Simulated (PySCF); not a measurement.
**Distorted geometries of [Dy(H2O)2]3+**

[Dy(H2O)2]3+ (singlet in the valence; each metal's 4f electrons, 9 of them, lie in its core potential, out of spins and levels). PySCF 2.14.0, RKS TPSS, Dy lcecp-1-SVP with ECP55, O def2-SVP, H def2-SVP; non-relativistic Hamiltonian with scalar-relativistic core potentials where named; density fitting; no spin-orbit coupling. Relaxed geometry:

```xyz
7

Dy    1.0438    0.1743   -0.0065
O    -0.1641    0.0345    1.8495
H     0.1269    0.2374    2.7898
H    -1.1189   -0.2513    1.9693
O    -0.1684   -0.0840   -1.8482
H     0.1277   -0.4545   -2.7345
H    -1.1273    0.1597   -2.0193
```

Order these distorted geometries by energy above the relaxed one, lowest first.
A.
```xyz
7

Dy    1.1963    0.3245   -0.0464
O    -0.1525   -0.0542    1.8302
H     0.1945    0.1235    2.6822
H    -1.2485   -0.2587    1.8857
O    -0.2326    0.0292   -1.7887
H     0.1443   -0.5341   -2.6346
H    -1.1819    0.1860   -1.9285
```
B.
```xyz
7

Dy    1.0632    0.2131   -0.0099
O    -0.0772    0.0365    1.8145
H     0.1648    0.2671    2.8661
H    -1.1283   -0.3780    2.0291
O    -0.2039   -0.1094   -1.9388
H     0.0239   -0.3670   -2.7253
H    -1.1229    0.1537   -2.0357
```
C.
```xyz
7

Dy    1.0053    0.1860   -0.0029
O    -0.0524    0.0641    1.8198
H     0.1842    0.2362    2.7509
H    -1.1576   -0.2808    2.0159
O    -0.1699    0.0272   -1.8243
H     0.1248   -0.5307   -2.7793
H    -1.2147    0.1142   -1.9801
```

A (0.67 eV), C (0.88 eV), B (1.17 eV).

Which forces (eV/Å) act in the one that lies 0.67 eV up?


```
Dy  -1.25 -0.20  0.46
O   -3.12 -0.65 -4.23
H    0.52  0.36  3.17
H    3.31  0.56  0.30
O    3.22 -1.70 -0.89
H   -1.47  1.46  1.65
H   -1.22  0.19 -0.47
```
Forces carry noise of the integration grid, about 0.01 to 0.03 eV/Å.

No frequency check is given that shows the relaxed geometry to be a minimum. An lcecp potential fixes the number of 4f electrons, so in runs with it no electron can move into or out of that shell.
